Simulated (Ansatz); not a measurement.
```yaml
crystal:
  periodic: [false, false, false]
  atoms:
    - {symbol: Sn, position_ang: [-4.216206, -0.083937, -0.392503]}
    - {symbol: O, position_ang: [-0.716987, -0.019608, -1.616110]}
    - {symbol: Ga, position_ang: [2.175321, 0.040955, 0.067593]}
    - {symbol: Te, position_ang: [6.204983, 0.120082, -2.460435]}
    - {symbol: Te, position_ang: [2.062530, 0.040978, 4.851433]}
    - {symbol: H, position_ang: [-4.091462, -0.056322, 2.840823]}
    - {symbol: H, position_ang: [-5.514141, -2.801995, -1.528990]}
    - {symbol: H, position_ang: [-5.626627, 2.559157, -1.570721]}
    - {symbol: H, position_ang: [4.527786, 0.092133, -5.105527]}
    - {symbol: H, position_ang: [5.194783, 0.108537, 4.914436]}
basis:
  gaussian: {orbitals: def2-mTZVPP, nuclear_model: gaussian}
hamiltonian: {xc: {name: r2SCAN50}}
```

```sh
$ ansatz run in.yaml --threads 2 --pin off --events-out ev --progress --plain --max-ram 20480MiB --backend cpu
```

Output, abridged:

```
Functional definition: r2SCAN50
2041 factors; integrals over basis functions are off by at most 4.3e-4 eV
mean field evaluation 1: about -74852.0584 eV, gradient 8.8e1 eV
mean field evaluation 2: about -74327.4810 eV, gradient 2.2e2 eV
mean field evaluation 4: about -74536.9677 eV, gradient 1.6e2 eV
mean field evaluation 8: about -74892.1635 eV, gradient 1.7e1 eV
mean field evaluation 16: about -74894.9447 eV, gradient 1.6e0 eV
mean field evaluation 32: about -74895.1756 eV, gradient 2.4e-1 eV
mean field evaluation 64: about -74894.8514 eV, gradient 5.6e0 eV
mean field -74895.17630503 eV, -2752.3469634359 hartree, gradient 4.1e-6 eV, S^2 0.000000; 6 other end points of the search recorded, 0 dependent functions left out
reference -74895.17632036 eV, -2752.3469639994 hartree; 57, 57 occupied and 136, 136 virtual orbitals, 2041 factors
Total energy: -74895.17632036 eV, -2752.3469639994 hartree
```

In this input the coordinates are in bohr but typed as ångström. The calculation finished and met its thresholds. The result belongs to that input, not to the molecule as meant.
